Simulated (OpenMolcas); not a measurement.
**Ionisation energies of platinum**

```yaml
Program: OpenMolcas
Basis: ANO-RCC [11s10p8d6f4g2h]
Scalar_Hamiltonian: DKH2, point nucleus
Spin-orbit_coupling: state interaction with AMFI integrals over the reference wave functions, term energies averaged over their components
```

Active shells in each charge state: the valence d, s shells, with orbitals averaged over the low states. Where CASPT2's correlated closed shells are named, they are those of the first ion.

A. CASSCF
B. SS-CASPT2, IPEA 0.25 Eh, imaginary shift 0.1 Eh (closed shells correlated: 5s 5p)
C. SS-CASPT2, IPEA 0 Eh, imaginary shift 0.1 Eh (closed shells correlated: 5s 5p)
D. SS-CASPT2, IPEA 0.25 Eh, imaginary shift 0.1 Eh (closed shells correlated: 4f 5s 5p)

Energies in eV between the lowest computed levels, named as in B; reference values from the NIST Atomic Spectra Database with their kind.

| From | To | A | B | C | D | Spin-orbit share in B | Reference |
| --- | --- | --- | --- | --- | --- | --- | --- |
| Pt+ 5d9 2D 5/2 | Pt2+ 5d8 3F4 | 16.439 | 18.556 | 18.493 | 18.698 | -0.339 | 18.560 (measured) |

Steps that some method lacks are left out, and so are those with a state whose active s or d shell is doubly occupied in every root (s and p with five to eight electrons, d10) over a frozen core shell of the same l, since the two then mix freely.

Error against the reference values, in %:

| From | Reference | A | B | C | D |
| --- | --- | --- | --- | --- | --- |
| Pt+ | measured | -11.4 | 0 | -0.4 | +0.7 |

Absolute error against the one measured value: A 2.12 eV, B 0.00 eV, C 0.07 eV, D 0.14 eV. B lies closest.

The lowest level within the active space need not be the ion's true ground level.
